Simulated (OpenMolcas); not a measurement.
3d ions of charge +4 along the row

```
Program             : OpenMolcas 26.06
Method              : MS-CASPT2, IPEA 0.25 Eh, imaginary shift 0.1 Eh
Basis               : ANO-R3
Scalar Hamiltonian  : X2C, finite nucleus
Spin-orbit coupling : RASSI with atomic mean-field integrals over the reference wave functions, term energies averaged over their components
```

Active space: the 3d shell; CASPT2 also correlates the outermost closed s and p core shells.

B and C come from two terms' centres of gravity (d2, d8: 3P = 15B, 1G = 12B + 2C; d3, d7: 4P = 15B, 2G = 4B + 3C; d4, d6: 3G = 9B + 4C, 3H = 4B + 4C; d5: 4D = 17B + 5C, 4G = 10B + 5C, above the ground term), where all their levels are at least 80 % pure. ζ = ±2S·A comes from the whole width of the ground multiplet by E(J) = (A/2) J(J+1), where its levels are at least 85 % pure. Energies in cm-1.

```json
{"Ion": "Mn4+", "Configuration": "3d³", "Lowest level": "⁴F_3/2", "Weight (%)": "100", "B": "1094", "B measured": "1065", "C": "4248", "C measured": "4365", "ζ": "422", "ζ measured": "403"}
{"Ion": "Fe4+", "Configuration": "3d⁴", "Lowest level": "⁵D₀", "Weight (%)": "100", "B": "1023", "B measured": "982", "C": "5101", "C measured": "5137", "ζ": "549", "ζ measured": "513"}
{"Ion": "Co4+", "Configuration": "3d⁵", "Lowest level": "⁶S_5/2", "Weight (%)": "100", "B": "1102", "B measured": "", "C": "5406", "C measured": "", "ζ": "", "ζ measured": ""}
{"Ion": "Ni4+", "Configuration": "3d⁶", "Lowest level": "⁵D₄", "Weight (%)": "100", "B": "1282", "B measured": "1271", "C": "5413", "C measured": "5383", "ζ": "800", "ζ measured": "823"}
{"Ion": "Cu4+", "Configuration": "3d⁷", "Lowest level": "⁴F_9/2", "Weight (%)": "100", "B": "1310", "B measured": "1302", "C": "5359", "C measured": "5496", "ζ": "983", "ζ measured": "1008"}
```

Measured columns use the levels in Corliss and Sugar, J. Phys. Chem. Ref. Data 6, 1253 (1977) (Mn4+); Corliss and Sugar, J. Phys. Chem. Ref. Data 11, 135 (1982) (Fe4+); Corliss and Sugar, J. Phys. Chem. Ref. Data 10, 197 (1981) (Ni4+); Sugar and Musgrove, J. Phys. Chem. Ref. Data 19, 527 (1990) (Cu4+).

The computed B goes from 1094 (Mn4+) to 1310 cm-1 (Cu4+), a factor of 1.20, though not at every step. It departs from the measured column by +1 to +4 %. The Trees term is left out, which lowers the B read from the levels of every ion, most for d4 to d6. The pair of terms that fixes B changes along the row, so steps between ions also reflect that choice.

The computed ζ goes from 422 (Mn4+) to 983 cm-1 (Cu4+), a factor of 2.33, rising at every step. It departs from the measured column by -3 to +7 %.

CASPT2 does not keep the components of a term degenerate, so their means are used; among the low terms the widest spread is 1000 cm-1 (3d⁴ ¹I, Fe4+). The CASPT2 spread within a term exceeds the gap to the next term for 3d⁴ ¹G(1) and 3d⁴ ³D, 3d⁴ ³D and 3d⁴ ¹I, 3d⁴ ³P(2) and 3d⁴ ³F(2), so the order of their levels is uncertain, and so are names and mixing where such terms share a J (figures for Fe4+; the like holds for Ni4+, Cu4+). Blocks of more than 70 roots (2S+1 = 2 even) ran without multistate coupling (holds for Co4+). Computed and measured levels are paired by configuration, term and J; levels that our copy of the source lacks, or whose pairing is in doubt (as where it misses far off the trend of its configuration), stay unpaired and out of the deviations. Levels of configurations outside the active space are missing.

A number in round brackets counts repeated terms of one configuration in the order of the reference energies.
